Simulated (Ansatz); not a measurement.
Born–Oppenheimer molecular dynamics of CH₆HfO₃ (11 atoms, charge 0, multiplicity 1). It starts at the highest image of a converged band. Of that band: Neighbouring images differ by up to 1.7 eV, so the band resolves the path poorly. A vibrational analysis at the climbing image gives one clearly imaginary mode, 123i cm⁻¹: a first-order saddle point.

All numbers below come from RKS PBE-D4/def2-SVP in Ansatz.

* ensemble: NVE (velocity Verlet)
* time step: 0.5 fs
* steps asked: 200
* starting velocities drawn for: 100 K
* seed: 9703

Frames 1 fs apart, positions in Å.

Velocities at 60.0 fs (Å/ps):

```
Hf -0.02 0.03 0.18
O -0.15 -1.12 -0.02
C 1.53 -1.06 -1.49
H -6.02 0.65 -6.74
O -0.97 0.47 0.41
O 0.69 0.93 -1.06
H -0.89 -1.32 2.98
H -1.97 -0.25 2.23
H 7.36 9.22 5.35
H 2.88 2.66 0.89
H -9.79 -8.02 -8.11
```

```xyz
11
Properties=species:S:1:pos:R:3 time_fs=60.0 energy_less_start_eV=0.082 T=30
Hf -0.686 0.125 1.320
O 1.293 -0.893 -1.073
C -1.604 0.096 -0.504
H 0.424 -0.505 -1.244
O 0.124 1.870 1.550
O 0.415 -1.470 1.463
H 1.930 -0.366 -1.622
H -1.889 1.060 -1.005
H -1.730 -0.860 -1.077
H 0.851 2.498 1.454
H 0.967 -1.704 0.681
11
Properties=species:S:1:pos:R:3 time_fs=61.0 energy_less_start_eV=0.064 T=46
Hf -0.686 0.125 1.321
O 1.293 -0.894 -1.073
C -1.602 0.095 -0.506
H 0.413 -0.502 -1.252
O 0.123 1.870 1.551
O 0.416 -1.470 1.462
H 1.927 -0.370 -1.617
H -1.891 1.057 -1.004
H -1.723 -0.849 -1.073
H 0.854 2.501 1.456
H 0.958 -1.712 0.673
11
Properties=species:S:1:pos:R:3 time_fs=62.0 energy_less_start_eV=0.057 T=51
Hf -0.686 0.125 1.321
O 1.294 -0.895 -1.073
C -1.601 0.094 -0.507
H 0.397 -0.495 -1.259
O 0.122 1.871 1.551
O 0.417 -1.469 1.461
H 1.920 -0.376 -1.609
H -1.892 1.049 -1.003
H -1.718 -0.837 -1.071
H 0.855 2.503 1.457
H 0.949 -1.720 0.665
11
Properties=species:S:1:pos:R:3 time_fs=63.0 energy_less_start_eV=0.071 T=40
Hf -0.686 0.125 1.321
O 1.295 -0.896 -1.074
C -1.599 0.093 -0.507
H 0.382 -0.488 -1.265
O 0.121 1.872 1.552
O 0.417 -1.468 1.460
H 1.912 -0.382 -1.601
H -1.893 1.038 -1.005
H -1.716 -0.827 -1.073
H 0.855 2.503 1.459
H 0.939 -1.727 0.659
11
Properties=species:S:1:pos:R:3 time_fs=64.0 energy_less_start_eV=0.081 T=31
Hf -0.686 0.125 1.321
O 1.295 -0.898 -1.074
C -1.596 0.094 -0.507
H 0.374 -0.483 -1.268
O 0.121 1.873 1.552
O 0.418 -1.468 1.458
H 1.909 -0.384 -1.596
H -1.894 1.025 -1.009
H -1.716 -0.822 -1.082
H 0.853 2.503 1.461
H 0.930 -1.733 0.653
11
Properties=species:S:1:pos:R:3 time_fs=65.0 energy_less_start_eV=0.068 T=42
Hf -0.687 0.125 1.321
O 1.294 -0.899 -1.074
C -1.594 0.094 -0.506
H 0.375 -0.482 -1.267
O 0.121 1.875 1.552
O 0.419 -1.467 1.456
H 1.911 -0.381 -1.596
H -1.897 1.014 -1.016
H -1.718 -0.822 -1.095
H 0.849 2.501 1.464
H 0.920 -1.739 0.649
11
Properties=species:S:1:pos:R:3 time_fs=66.0 energy_less_start_eV=0.044 T=62
Hf -0.687 0.125 1.322
O 1.292 -0.900 -1.074
C -1.591 0.094 -0.505
H 0.385 -0.485 -1.262
O 0.120 1.876 1.552
O 0.420 -1.467 1.455
H 1.918 -0.375 -1.599
H -1.900 1.006 -1.027
H -1.721 -0.825 -1.112
H 0.847 2.501 1.466
H 0.911 -1.743 0.646
11
Properties=species:S:1:pos:R:3 time_fs=67.0 energy_less_start_eV=0.037 T=68
Hf -0.687 0.125 1.322
O 1.290 -0.902 -1.074
C -1.588 0.095 -0.503
H 0.401 -0.489 -1.254
O 0.120 1.878 1.552
O 0.421 -1.466 1.453
H 1.925 -0.368 -1.604
H -1.905 1.002 -1.041
H -1.726 -0.828 -1.130
H 0.846 2.502 1.469
H 0.904 -1.747 0.643
11
Properties=species:S:1:pos:R:3 time_fs=68.0 energy_less_start_eV=0.053 T=54
Hf -0.687 0.125 1.322
O 1.288 -0.903 -1.075
C -1.585 0.094 -0.502
H 0.418 -0.492 -1.245
O 0.119 1.879 1.552
O 0.421 -1.466 1.451
H 1.930 -0.363 -1.606
H -1.909 0.999 -1.058
H -1.731 -0.828 -1.146
H 0.848 2.505 1.472
H 0.897 -1.751 0.639
11
Properties=species:S:1:pos:R:3 time_fs=69.0 energy_less_start_eV=0.070 T=40
Hf -0.687 0.125 1.322
O 1.287 -0.904 -1.075
C -1.582 0.093 -0.501
H 0.427 -0.492 -1.236
O 0.119 1.881 1.552
O 0.422 -1.466 1.449
H 1.929 -0.363 -1.603
H -1.913 0.997 -1.074
H -1.735 -0.824 -1.157
H 0.850 2.509 1.474
H 0.893 -1.754 0.635
11
Properties=species:S:1:pos:R:3 time_fs=70.0 energy_less_start_eV=0.066 T=44
Hf -0.687 0.125 1.323
O 1.286 -0.905 -1.076
C -1.579 0.092 -0.500
H 0.426 -0.487 -1.228
O 0.118 1.882 1.553
O 0.422 -1.466 1.448
H 1.924 -0.367 -1.596
H -1.915 0.993 -1.089
H -1.738 -0.815 -1.164
H 0.853 2.514 1.477
H 0.890 -1.757 0.630
11
Properties=species:S:1:pos:R:3 time_fs=71.0 energy_less_start_eV=0.052 T=55
Hf -0.687 0.125 1.323
O 1.287 -0.906 -1.077
C -1.577 0.091 -0.500
H 0.415 -0.476 -1.221
O 0.117 1.884 1.553
O 0.423 -1.466 1.446
H 1.916 -0.374 -1.587
H -1.915 0.987 -1.100
H -1.740 -0.802 -1.166
H 0.853 2.517 1.480
H 0.888 -1.759 0.626
```

Of the whole run (100 fs, mean temperature of the second half 56 K): The conserved energy stayed within 0.094 meV per atom of its start (net change 0.069 meV per atom), so the integration is sound. The temperature averaged 0.56 of the 100 K drawn at the start: a run that starts near a minimum puts about half its kinetic energy into the potential. A run of 0.1 ps of so small a system gives no equilibrium averages. The orbitals stay closed-shell, which can raise the energy where a bond breaks towards radicals; this wasn't checked here.

Run time: 9 min on 2 threads of Arm Neoverse V1, with other jobs on the host, peak memory 0.16 GiB.
